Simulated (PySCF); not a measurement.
**Correlation energy of Ta²⁺ (tantalum, charge +2)**

[Xe] 4f14 5d3, high-spin 4F determinant. Calculation: PySCF 2.14, in def2-QZVPPD with the def2 core potential (60 electrons); scalar relativity through the core potential. Frozen: nothing; 11 electrons correlated.

```csv
level,correlation energy (mhartree)
CCSD,-256.45
(T),-5.29
CCSD(T),-261.74
```

Diagnostics: T1 = 0.0038, D1 = 0.0079, largest double amplitude 0.020.

Spin-orbit coupling, absent here, splits the open shell strongly.

Cost of the coupled-cluster step: of the order of 70 core-seconds, for 11 correlated electrons.

The basis has no tight functions for the innermost shells, so their pair energies are far from complete.

This basis was not built for core-valence correlation, so the inner-shell part is incomplete.
